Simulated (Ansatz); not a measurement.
Al₃N₃H₁₂, a cluster cut from zinc blende AlN (hydrogen-capped), relaxed as a singlet with RKS r2SCAN-D4/def2-SVP in Ansatz, starting from the GFN2-xTB geometry. Force threshold 0.02 eV/Å.

Start:

```xyz
18

Al    0.2313   -2.0582   -0.1175
Al    0.6219    1.0136    1.6978
Al   -1.0778    1.0010   -1.4556
N    -0.5740   -0.8755   -1.4321
N    -0.2237    1.7589    0.1159
N     0.8829   -0.8653    1.2707
H     1.5095   -2.6636   -0.7839
H    -0.8761   -2.9776    0.4709
H     2.0494    1.6452    1.7583
H    -0.3599    1.1309    2.8961
H    -0.3491    1.6372   -2.6835
H    -2.6196    1.0974   -1.2927
H     0.0526   -0.9637   -2.2413
H    -1.4371   -1.3550   -1.7068
H     0.5112    2.3481   -0.2947
H    -0.9159    2.4157    0.4889
H     1.9028   -0.9316    1.1655
H     0.6715   -1.3577    2.1439
```

```json
{"step": "1", "energy (eV)": "-24447.5292", "largest force component (eV/Å)": "0.526", "SCF passes": "16"}
{"step": "2", "energy (eV)": "-24447.6856", "largest force component (eV/Å)": "0.126", "SCF passes": "18"}
{"step": "3", "energy (eV)": "-24447.6971", "largest force component (eV/Å)": "0.103", "SCF passes": "18"}
{"step": "4", "energy (eV)": "-24447.7171", "largest force component (eV/Å)": "0.037", "SCF passes": "16"}
{"step": "5", "energy (eV)": "-24447.7387", "largest force component (eV/Å)": "0.044", "SCF passes": "17"}
{"step": "6", "energy (eV)": "-24447.7425", "largest force component (eV/Å)": "0.436", "SCF passes": "17"}
{"step": "7", "energy (eV)": "-24447.7549", "largest force component (eV/Å)": "0.072", "SCF passes": "18"}
{"step": "8", "energy (eV)": "-24447.7598", "largest force component (eV/Å)": "0.017", "SCF passes": "18"}
{"step": "9", "energy (eV)": "-24447.7611", "largest force component (eV/Å)": "0.087", "SCF passes": "18"}
{"step": "10", "energy (eV)": "-24447.7618", "largest force component (eV/Å)": "0.014", "SCF passes": "19"}
```

Force components are those of the run's own axes.

End:

```tsv
atom	x (Å)	y (Å)	z (Å)
Al1	0.093	-2.004	-0.042
Al2	0.455	0.951	1.704
Al3	-1.181	0.939	-1.319
N4	-0.393	-0.843	-1.547
N5	-0.018	1.804	0.002
N6	1.083	-0.832	1.180
H7	1.149	-3.068	-0.609
H8	-1.247	-2.465	0.685
H9	1.730	1.737	2.275
H10	-0.874	0.781	2.564
H11	-0.964	1.716	-2.704
H12	-2.627	0.768	-0.676
H13	0.390	-0.792	-2.208
H14	-1.103	-1.376	-2.066
H15	0.828	2.159	-0.457
H16	-0.517	2.662	0.269
H17	2.064	-0.778	0.886
H18	1.132	-1.359	2.062
```

By distances, no bond broke or formed. The bond that changes most is Al2–H9, from 1.56 to 1.60 Å (atoms count from 1).

The force fell under the threshold at step 8, but the optimiser went on and released 0.002 eV more. No frequencies were taken in this run, so the end may be a saddle point.

It took 30 s on 4 threads of Arm Neoverse V1 on a shared host.
